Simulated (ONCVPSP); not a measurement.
**Before and after: ONCV potential for nickel**

| Property | Result |
| --- | --- |
| Element | Ni (Z = 28) |
| Generator | ONCVPSP 4.0.1 |
| Type | optimised norm-conserving Vanderbilt (ONCV) |
| Functional | BLYP |
| Relativity | scalar-relativistic |
| Frozen core | [Ne] 3s2 |
| Valence charge | 16 |
| Reference configuration | 3p6 3d8 4s1 4p1 |
| Partial waves | 4s: rc 2.20 bohr, ncon 4, nbas 8, qcut 2.5 1/bohr, 2 projectors, debl 3 Ha; 3p+4p: rc 1.30 bohr, ncon 5, nbas 9, qcut 13.5 1/bohr, 2 projectors; 3d: rc 0.80 bohr, ncon 3, nbas 7, qcut 14.3 1/bohr, 3 projectors, debl 0.7 Ha |
| Local potential | polynomial inside 0.70 bohr (lpopt 5, dvloc0 4 Ha) |
| Core correction | Teter function fitted to the true core (icmod 2), fcfact 0.7 |

Change: local potential polynomial inside 0.55 bohr (lpopt 3, dvloc0 2 Ha).

Cutoffs: the cutoffs (Ha) at which the residual kinetic energy of the hardest occupied pseudo-wave falls to 1 and 0.1 mHa per electron; they do not see the model core or the augmentation charge, which bear on the density cutoff. Errors are all-electron minus pseudo energies relative to the spin-unpolarised reference configuration.

Task: Predict the effect on cutoff, ghosts and configuration errors.

Result: The potential gets neither clearly harder nor softer (100 Ha and 298 Ha → 100 Ha and 298 Ha); both files keep a bound ghost (s); the lowest positive-energy flag moves from d at 77.0 eV to d at 18.3 eV; the number of tests with a reliable result goes from 4 to 3; of the 3 tests that both files solve, the error grows in 3 and shrinks in 0 by more than 15 % and 0.3 meV (median size 4.3 → 1254.4 meV); the range in which the s phases agree narrows (upper end at the end of the scan → 3.4); the range in which the d phases agree narrows (upper end at the end of the scan → -0.2).

```tsv
quantity	base	changed
cutoff, loose	100 Ha	100 Ha
cutoff, tight	298 Ha	298 Ha
bound ghosts	s	s
GHOST(+) flags under 300 eV	d at 77.0 eV	d at 18.3 eV, s at 148.7 eV
largest miss of a reference level, eV	0.01	0.06
tests with a reliable result	4 of 4	3 of 4
error for 3p6 3d8 4s2 4p0, meV [ΔE -4.61 eV]	-4.3	+1279
error for 3p6 3d8 4s1 4p0, meV [ΔE 4.73 eV]	+0.3	+1254
error for 3p6 3d8 4s0 4p0, meV [ΔE 22.28 eV]	-10	+1222
s: phases at 2.23 bohr within 0.05 rad from the reference energy up to (Ha; the scan ends near 5)	to the end of the scan	3.4
p: phases at 1.32 bohr within 0.05 rad from the reference energy up to (Ha; the scan ends near 5)	to the end of the scan	to the end of the scan
d: phases at 0.81 bohr within 0.05 rad from the reference energy up to (Ha; the scan ends near 5)	to the end of the scan	-0.2
rms error of d²Exc/dni dnj with the model core, mHa	2.09	2.03
```

 A true bound ghost makes a file unfit for plane-wave use even where its test errors are small: the radial tests pick states by their node count and pass the ghost by.
